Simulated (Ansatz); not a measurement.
Reaction (atomization): `[F][GeH]([F])[F]` → 3 F• + Ge• + H•

Program: Ansatz. Geometries: PBE0-D4/def2-TZVP. ΔE: electronic, gas phase. CCSD(T)/CBS adds triple-zeta CCSD(T) − MP2 to the extrapolated MP2 energy (def2 sets, frozen cores). This one scheme is used for every species, atoms too. No spin–orbit coupling; open shells (•) take unrestricted orbitals. Spin–orbit coupling would lower the free atoms: a little for F; clearly for Ge. Bonds to Ge are less sure, by a few kJ/mol each and by 10 to 20 or more in all where they break to atoms, as the def2 sets lack core-valence functions. Scalar relativity is left out up to krypton.

```csv
species,CCSD(T)/CBS(def2) energy (Eh)
`[F][GeH]([F])[F]`,-2376.20168
F•,-99.66871
Ge•,-2076.01830
H•,-0.50000
```

**Question.** Work out ΔE.

**Answer.** ΔE = 3 × (-99.66871) + (-2076.01830) + (-0.50000) − (-2376.20168) = 0.67725 Eh = +1778.1 kJ/mol.

Largest T1 diagnostic among the species: 0.012.

From BLYP to BHLYP (50 % exact exchange), in def2-TZVPP and without D4, ΔE moves by −98.5 kJ/mol: exact exchange takes away binding that semilocal exchange gives to molecules. At CCSD(T), def2-SVP lies −141.1 kJ/mol from the extrapolated value and def2-TZVPP −41.8 kJ/mol: correlation converges slowly with the basis, and small sets miss more of it in the bonded molecule than in its fragments.

For atomizations the MP2-based limit and the directly extrapolated one differ by several kJ/mol either way, and by 10 to 25 for some Ge, Se and Sn compounds, so smaller differences from it don't rank the levels.
